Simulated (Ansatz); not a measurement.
Reactions of C₃H₈AlN (`C=[N][AlH][CH2]C`).

Program: Ansatz. Geometries: PBE0-D4/def2-TZVP. ΔE: electronic, gas phase. CCSD(T)/CBS is the MP2 limit (def2-TZVPP, def2-QZVPP) plus CCSD(T) − MP2 in def2-TZVPP, frozen cores. This one scheme is used for every species. Functionals use def2-TZVPP. Elements past krypton have def2 core potentials. For Te outer-core shells are correlated without core-valence functions, which leaves a few kJ/mol of doubt a bond. Each species was taken in one conformer, which may not be the lowest.

```tsv
reaction	PBE0-D4 (kcal/mol)	MP2/CBS(def2) (kcal/mol)
`C=[N][AlH][CH2]C` + `CC[SiH]` → `CC[Si]CC` + `C=[N][AlH2]`	-1.5	-2.3
`C=[N][AlH][CH2]C` + H₂ → `C[CH2][AlH2]` + `C=N`	14.7	17.2
`C=[N][AlH][CH2]C` + `[AlH3]` → `C[CH2][AlH][AlH2]` + `C=N`	15.9	21.4
`C=[N][AlH][CH2]C` + `CC#CC` → `CC#CCCC` + `C=[N][AlH2]`	6.4	5.7
`C=[N][AlH][CH2]C` + H₂Te → `C[CH2][AlH][TeH]` + `C=N`	-13.3	-14.6
```

(1) Give the CCSD(T)/CBS values in the same order. (An estimate is asked.)

Largest T1 diagnostic: 0.015, for `C=[N][AlH2]`.

Results:

(1) The calculation gave: -1.5, 15.0, 18.1, 5.7, -13.5 kcal/mol.
